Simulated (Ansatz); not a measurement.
Two isomers of C2H8OSSi: A = `C[SiH](O)CS`, B = `C[SiH](S)CO`.

Program: Ansatz. Geometries: PBE0-D4/def2-TZVP. ΔE: electronic, gas phase. CBS: MP2 limit from def2 TZ/QZ plus the TZ coupled-cluster correction, frozen cores. Functionals use def2-TZVPP. B3LYP here is the variant with VWN-RPA as its local correlation; programs differ in this. One conformer a species, not always the lowest.

**Question.** Which is lower in electronic energy at CCSD(T)/CBS, and by how much? (An estimate is asked.)

**Answer.** Ansatz gave: A, by 22.0 kcal/mol.

**Question.** Give E(B) − E(A) in kcal/mol with r2SCAN-D4, MP2/def2-TZVPP, HF/def2-TZVPP, B3LYP, PBE0-D4, CCSD(T)/def2-TZVPP, PBE-D4. (Estimate.)

**Answer.** Computed: r2SCAN-D4 20.5, MP2/def2-TZVPP 22.8, HF/def2-TZVPP 22.6, B3LYP 20.3, PBE0-D4 19.1, CCSD(T)/def2-TZVPP 21.6, PBE-D4 17.9. None reverses the order clearly.

Largest T1 diagnostic: 0.011.

From PBE to PBE0 (25 % exact exchange), in def2-TZVPP and without D4, E(B) − E(A) moves by +1.2 kcal/mol.
